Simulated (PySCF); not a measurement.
Excitations are Tamm–Dancoff values on a coarser integration grid. The basis has no diffuse functions, so Rydberg states are missing or too high.

Z-matrix (Å, degrees):
```
Sn
H 1 1.7170
H 1 1.7171 2 107.27
Si 1 2.5719 2 109.73 3 -119.12
H 4 1.4952 1 111.27 2 59.19
H 4 1.4952 5 108.66 1 121.09
H 4 1.4954 5 108.65 6 117.84
Si 1 2.5719 2 109.74 3 119.16
H 8 1.4943 1 111.16 2 -58.40
H 8 1.4944 9 108.68 1 121.05
H 8 1.4946 9 108.67 10 117.87
```
Charge 0, multiplicity 1.

**Question.** What is the computed S1–T1 gap (TDA), total energy, LUMO, HOMO, S1 excitation (TDA), S1 oscillator strength, T1 excitation (TDA) and HOMO–LUMO gap (PBE-D3(BJ)/def2-TZVP // r2SCAN-D4/def2-SVP run with PySCF)?

**Answer.** 
```
Quantity                       Value
----------------------  ------------
S1–T1 gap (TDA)              0.93 eV
total energy            -797.7775 Ha
LUMO                        -1.21 eV
HOMO                        -6.67 eV
S1 excitation (TDA)          6.02 eV
S1 oscillator strength         0.178
T1 excitation (TDA)          5.09 eV
HOMO–LUMO gap                5.46 eV
```
